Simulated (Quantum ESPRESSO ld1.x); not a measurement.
Results of a calculation; reference values are marked as such.
Q: The mean radii <r> (bohr) of the occupied orbitals of an atom or ion are listed with their occupations. Code: ld1.x of Quantum ESPRESSO 7.5. Model: non-relativistic Kohn-Sham, LDA (Slater exchange, Perdew-Zunger correlation), spin-polarised, spherical densities, point nucleus, Perdew-Zunger self-interaction correction.

orbital  occ.     <r>
1s up       1  0.1762
1s down     1  0.1761
2s up       1   1.010
2s down     1   1.021
2p up       3   1.064
2p down     2   1.098

Name the element and its charge. Open shells, if any, are filled with parallel spins first.

A: Z = 9, fluorine, charge 0: F in [He] 2s2 2p5. The 1s radius gives Z: for a bare nucleus <r> = 1.5/Z, 0.1667 bohr for Z = 9, and screening makes it slightly larger (0.1762 here). The occupations add up to 9, and the charge is Z minus that.
